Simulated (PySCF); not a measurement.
C₆H₁₄O₃. Atoms are numbered in the order given.

```xyz
23

C     -4.3346     0.1123    -0.3522
O     -3.3370     0.9048     0.2504
C     -2.0349     0.6818    -0.2535
C     -1.3639    -0.5534     0.3725
O     -0.0788    -0.8113    -0.1573
C      0.9481     0.0161     0.3512
C      2.2713    -0.5076    -0.1865
O      3.2978     0.3311     0.2876
C      4.5737    -0.0624    -0.1504
H     -5.3064     0.4131     0.0862
H     -4.2014    -0.9817    -0.1739
H     -4.3814     0.2710    -1.4578
H     -2.0348     0.5685    -1.3658
H     -1.4477     1.5932    -0.0142
H     -1.9714    -1.4581     0.1604
H     -1.3311    -0.4264     1.4821
H      0.9650    -0.0011     1.4689
H      0.8348     1.0836     0.0444
H      2.2338    -0.5231    -1.3053
H      2.4154    -1.5670     0.1447
H      4.6600    -0.0498    -1.2653
H      5.3104     0.6512     0.2677
H      4.8404    -1.0918     0.1957
```

Geometry: PBE-D3(BJ)/def2-SVP. The values are those of a single conformer.

All values below come from PBE/pcSseg-1 (PySCF).

GIAO shieldings, no solvent; atoms listed in one row are averaged. δ = σ(ref) − σ: ¹³C against TMS (σ = 182.0 ppm); ¹⁷O against H2O (σ = 334.3 ppm); ¹H against TMS (σ = 31.49 ppm), references at their B3LYP-D3(BJ)/def2-TZVP geometries, non-relativistic.

### Question
Estimate the chemical shifts. (An estimate is asked for; the answer gives what the named calculation found.)

### Answer

| nucleus | atoms | count | δ (ppm) |
|---|---|---|---|
| ¹³C | C7 | 1 | 81.5 |
| ¹³C | C6 | 1 | 78.7 |
| ¹³C | C3 | 1 | 77.2 |
| ¹³C | C4 | 1 | 74.9 |
| ¹³C | C9 | 1 | 66.5 |
| ¹³C | C1 | 1 | 65.0 |
| ¹⁷O | O5 | 1 | 44.5 |
| ¹⁷O | O8 | 1 | 35.0 |
| ¹⁷O | O2 | 1 | 27.0 |
| ¹H | H14 | 1 | 4.78 |
| ¹H | H15 | 1 | 4.71 |
| ¹H | H18 | 1 | 4.33 |
| ¹H | H10, H11, H12, H21, H22, H23 | 6 | 3.95 |
| ¹H | H20 | 1 | 3.90 |
| ¹H | H19 | 1 | 3.84 |
| ¹H | H17 | 1 | 3.76 |
| ¹H | H16 | 1 | 3.67 |
| ¹H | H13 | 1 | 3.45 |
